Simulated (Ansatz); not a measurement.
The pair A = SiH4 (SMILES [SiH4]) (first 5 atoms), B = N2 (SMILES N#N); geometry from B3LYP-D3(BJ)/def2-TZVP.
(charge 0, multiplicity 1):
```tsv
atom	x (Å)	y (Å)	z (Å)
Si	0.0824	0.1487	-0.1899
H	0.4002	0.4069	-1.6132
H	0.2577	1.3973	0.5851
H	0.9960	-0.8907	0.3350
H	-1.3175	-0.3157	-0.0744
N	-0.0231	-0.3688	4.2918
N	-0.3934	-0.3814	3.2659
```

Correlated levels freeze the cores. MP2 and its Hartree–Fock in aug-cc-pV(Q+d)Z are density fitted.

The values were computed with Ansatz (a quantum-chemistry and plane-wave program). Each number belongs to the level named beside it.

The counterpoise-corrected interaction energy is E(AB) − E(A in the pair's basis) − E(B in the pair's basis). Total energies (hartree):

| level | AB | A in the pair's basis | B in the pair's basis |
|---|---|---|---|
| HF/aug-cc-pV(T+d)Z | -400.2492403 | -291.2638846 | -108.9860031 |
| MP2/aug-cc-pV(T+d)Z | -400.7743915 | -291.4095573 | -109.3637905 |
| HF/aug-cc-pV(Q+d)Z | -400.2597476 | -291.2676280 | -108.9927631 |
| MP2/aug-cc-pV(Q+d)Z | -400.8153859 | -291.4215727 | -109.3927098 |
| CCSD(T)/aug-cc-pV(T+d)Z | -400.8245457 | -291.4429552 | -109.3806800 |

**Question.** Work out the counterpoise-corrected interaction energy at the basis-set limit: extrapolate the MP2 correlation part as X⁻³, take Hartree–Fock from the larger set, and add the CCSD(T) − MP2 difference of aug-cc-pV(T+d)Z.

**Answer.** 
1. Differences (1 hartree = 627.509 kcal/mol): HF/aug-cc-pV(T+d)Z 0.406; MP2/aug-cc-pV(T+d)Z -0.655; HF/aug-cc-pV(Q+d)Z 0.404; MP2/aug-cc-pV(Q+d)Z -0.692; CCSD(T)/aug-cc-pV(T+d)Z -0.571.
2. Correlation parts, MP2 less HF: -1.061 in aug-cc-pV(T+d)Z (X = 3), -1.096 in aug-cc-pV(Q+d)Z (X = 4).
3. Limit (4³·(-1.096) − 3³·(-1.061))/(4³ − 3³) = -1.122; with HF/aug-cc-pV(Q+d)Z it gives -0.718.
4. CCSD(T) less MP2 in aug-cc-pV(T+d)Z: 0.083.
Result: -0.63 kcal/mol, against -0.65 at MP2/aug-cc-pV(T+d)Z. It is an estimate of this method's limit, not of the exact value.
